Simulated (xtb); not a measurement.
xtb input for CH5ClFNSi, SMILES F[Si@](Cl)(N)C, GFN2-xTB. 

```
$ xtb mol.xyz --gfn 2 --sp --chrg 0 --uhf 0 --json
$ cat mol.xyz
10

C      1.72888342     0.84668321     0.59618147
Si     0.09706820     0.24205886    -0.15340659
N     -1.18310323     1.36003020    -0.36235592
F      0.43055928    -0.21703347    -1.66501569
Cl    -0.62790220    -1.33468690     0.85345276
H      1.60169449     1.18670101     1.61987864
H      2.13660089     1.67427624     0.02239139
H      2.47645435     0.05810924     0.60605354
H     -1.73786509     1.67249068     0.41508621
H     -1.12811328     2.06226655    -1.07987070
```

Program output:

```
[banner left out]
          |                Calculation Setup                |
           -------------------------------------------------



           -------------------------------------------------
          |                 G F N 2 - x T B                 |
           -------------------------------------------------

        Reference                      10.1021/acs.jctc.8b01176
      * Hamiltonian:
        H0-scaling (s, p, d)           1.850000    2.230000    2.230000
        zeta-weighting                 0.500000
      * Dispersion:
        s8                             2.700000
        a1                             0.520000
        a2                             5.000000
        s9                             5.000000
      * Repulsion:
        kExp                           1.500000    1.000000
        rExp                           1.000000
      * Coulomb:
        alpha                          2.000000
        third order                    shell-resolved
        anisotropic                    true
        a3                             3.000000
        a5                             4.000000
        cn-shift                       1.200000
        cn-exp                         4.000000
        max-rad                        5.000000


          ...................................................
          :                      SETUP                      :
          :.................................................:
          :  # basis functions                  37          :
          :  # atomic orbitals                  35          :
          :  # shells                           17          :
          :  # electrons                        32          :
          :  max. iterations                   250          :
          :  Hamiltonian                  GFN2-xTB          :
          :  restarted?                      false          :
          :  GBSA solvation                  false          :
          :  PC potential                    false          :
          :  electronic temp.          300.0000000     K    :
          :  accuracy                    1.0000000          :
          :  -> integral cutoff          0.2500000E+02      :
          :  -> integral neglect         0.1000000E-07      :
          :  -> SCF convergence          0.1000000E-05 Eh   :
          :  -> wf. convergence          0.1000000E-03 e    :
          :  Broyden damping             0.4000000          :
          :  net charge                          0          :
          :  unpaired electrons                  0          :
          ...................................................

 iter      E             dE          RMSdq      gap      omega  full diag
   1    -18.8174277 -0.188174E+02  0.525E+00    6.67       0.0  T
   2    -18.8693840 -0.519564E-01  0.261E+00    6.58       1.0  T
   3    -18.8697297 -0.345654E-03  0.129E+00    7.21       1.0  T
   4    -18.8761666 -0.643693E-02  0.695E-01    6.65       1.0  T
   5    -18.8783930 -0.222635E-02  0.305E-01    6.79       1.0  T
   6    -18.8784565 -0.635087E-04  0.130E-01    6.81       1.0  T
   7    -18.8784965 -0.400311E-04  0.554E-02    6.84       1.0  T
   8    -18.8785030 -0.644486E-05  0.320E-02    6.84       1.0  T
   9    -18.8785040 -0.104930E-05  0.241E-02    6.83       1.3  T
  10    -18.8784991  0.490945E-05  0.344E-02    6.84       1.0  T
  11    -18.8785066 -0.751866E-05  0.478E-03    6.83       6.6  T
  12    -18.8785066 -0.282387E-08  0.376E-03    6.83       8.4  T
  13    -18.8785067 -0.372144E-07  0.136E-03    6.83      23.3  T
  14    -18.8785067 -0.599888E-08  0.544E-04    6.83      58.1  T
  15    -18.8785067  0.185150E-08  0.699E-04    6.83      45.3  T

   *** convergence criteria satisfied after 15 iterations ***

         #    Occupation            Energy/Eh            Energy/eV
      -------------------------------------------------------------
         1        2.0000           -1.0480671             -28.5194
       ...           ...                  ...                  ...
        10        2.0000           -0.4817860             -13.1101
        11        2.0000           -0.4782329             -13.0134
        12        2.0000           -0.4675286             -12.7221
        13        2.0000           -0.4467847             -12.1576
        14        2.0000           -0.4308318             -11.7235
        15        2.0000           -0.4255595             -11.5801
        16        2.0000           -0.4058203             -11.0429 (HOMO)
        17                         -0.1547492              -4.2109 (LUMO)
        18                         -0.1408143              -3.8318
        19                         -0.1021443              -2.7795
        20                         -0.0226432              -0.6162
        21                          0.0100395               0.2732
       ...                                ...                  ...
        35                          0.8887527              24.1842
      -------------------------------------------------------------
                  HL-Gap            0.2510711 Eh            6.8320 eV
             Fermi-level           -0.2802848 Eh           -7.6269 eV

 SCC (total)                   0 d,  0 h,  0 min,  0.020 sec
 SCC setup                      ...        0 min,  0.000 sec (  0.797%)
 Dispersion                     ...        0 min,  0.000 sec (  0.301%)
 classical contributions        ...        0 min,  0.000 sec (  0.104%)
 integral evaluation            ...        0 min,  0.002 sec ( 10.531%)
 iterations                     ...        0 min,  0.012 sec ( 62.322%)
 molecular gradient             ...        0 min,  0.005 sec ( 25.152%)
 printout                       ...        0 min,  0.000 sec (  0.715%)

         :::::::::::::::::::::::::::::::::::::::::::::::::::::
         ::                     SUMMARY                     ::
         :::::::::::::::::::::::::::::::::::::::::::::::::::::
         :: total energy             -18.738781049536 Eh    ::
         :: gradient norm              0.000273680123 Eh/a0 ::
         :: HOMO-LUMO gap              6.831992101928 eV    ::
         ::.................................................::
         :: SCC energy               -18.878497661743 Eh    ::
         :: -> isotropic ES            0.046466767823 Eh    ::
         :: -> anisotropic ES          0.001794491589 Eh    ::
         :: -> anisotropic XC          0.002649752214 Eh    ::
         :: -> dispersion             -0.006301454374 Eh    ::
         :: repulsion energy           0.139716612207 Eh    ::
         :: add. restraining           0.000000000000 Eh    ::
         :: total charge               0.000000000000 e     ::
         :::::::::::::::::::::::::::::::::::::::::::::::::::::

           -------------------------------------------------
          |                Property Printout                |
           -------------------------------------------------

    * Orbital Energies and Occupations

         #    Occupation            Energy/Eh            Energy/eV
      -------------------------------------------------------------
         1        2.0000           -1.0480671             -28.5194
       ...           ...                  ...                  ...
         4        2.0000           -0.6000322             -16.3277
         5        2.0000           -0.5732383             -15.5986
         6        2.0000           -0.5347649             -14.5517
         7        2.0000           -0.5157065             -14.0331
         8        2.0000           -0.5095459             -13.8655
         9        2.0000           -0.5031304             -13.6909
        10        2.0000           -0.4817860             -13.1101
        11        2.0000           -0.4782329             -13.0134
        12        2.0000           -0.4675286             -12.7221
        13        2.0000           -0.4467847             -12.1576
        14        2.0000           -0.4308318             -11.7235
        15        2.0000           -0.4255595             -11.5801
        16        2.0000           -0.4058203             -11.0429 (HOMO)
        17                         -0.1547492              -4.2109 (LUMO)
        18                         -0.1408143              -3.8318
        19                         -0.1021443              -2.7795
        20                         -0.0226432              -0.6162
        21                          0.0100395               0.2732
        22                          0.0171275               0.4661
        23                          0.0281244               0.7653
        24                          0.0292011               0.7946
        25                          0.0527682               1.4359
        26                          0.0545998               1.4857
        27                          0.0804775               2.1899
       ...                                ...                  ...
        35                          0.8887527              24.1842
      -------------------------------------------------------------
                  HL-Gap            0.2510711 Eh            6.8320 eV
             Fermi-level           -0.2802848 Eh           -7.6269 eV

     #   Z          covCN         q      C6AA      α(0)
     1   6 C        3.650    -0.202    24.858     7.161
     2  14 Si       3.206     0.601   134.882    24.365
     3   7 N        2.542    -0.384    29.948     8.127
     4   9 F        0.705    -0.269    11.988     4.088
     5  17 Cl       0.805    -0.233   106.417    15.781
     6   1 H        0.925     0.043     2.411     2.428
     7   1 H        0.925     0.045     2.379     2.412
     8   1 H        0.925     0.054     2.272     2.357
     9   1 H        0.861     0.170     1.273     1.768
    10   1 H        0.861     0.175     1.244     1.747

 Mol. C6AA /au·bohr⁶  :       1775.361473
 Mol. C8AA /au·bohr⁸  :      63440.960327
 Mol. α(0) /au        :         70.234883


Wiberg/Mayer (AO) data.
largest (>0.10) Wiberg bond orders for each atom

 ---------------------------------------------------------------------------
     #   Z sym  total        # sym  WBO       # sym  WBO       # sym  WBO
 ---------------------------------------------------------------------------
     1   6 C    3.987 --     6 H    0.988     7 H    0.986     8 H    0.981
                             2 Si   0.884
     2  14 Si   4.209 --     3 N    1.166     5 Cl   1.063     4 F    1.056
                             1 C    0.884
     3   7 N    3.231 --     2 Si   1.166     9 H    0.962    10 H    0.957
     4   9 F    1.182 --     2 Si   1.056
     5  17 Cl   1.212 --     2 Si   1.063
     6   1 H    0.998 --     1 C    0.988
     7   1 H    0.998 --     1 C    0.986
     8   1 H    0.997 --     1 C    0.981
     9   1 H    0.971 --     3 N    0.962
    10   1 H    0.969 --     3 N    0.957
 ---------------------------------------------------------------------------

Topologies differ in total number of bonds
Writing topology from bond orders to xtbtopo.mol

molecular dipole:
                 x           y           z       tot (Debye)
 q only:       -0.000       1.129       0.304
   full:        0.133       1.324       0.389       3.523
molecular quadrupole (traceless):
                xx          xy          yy          xz          yz          zz
 q only:        1.272      -2.591       1.557       1.185       0.255      -2.829
  q+dip:        1.780      -3.193       2.494       1.452       0.681      -4.274
   full:        1.351      -3.113       2.811       1.081       0.515      -4.162


           -------------------------------------------------
          | TOTAL ENERGY              -18.738781049536 Eh   |
          | GRADIENT NORM               0.000273680123 Eh/α |
Note: The following floating-point exceptions are signalling: IEEE_UNDERFLOW_FLAG IEEE_DENORMAL
normal termination of xtb
          | HOMO-LUMO GAP               6.831992101928 eV   |
           -------------------------------------------------

------------------------------------------------------------------------
------------------------------------------------------------------------
 total:
 SCF:
```

The run converged.

Cost: roughly 0.06 core-seconds.
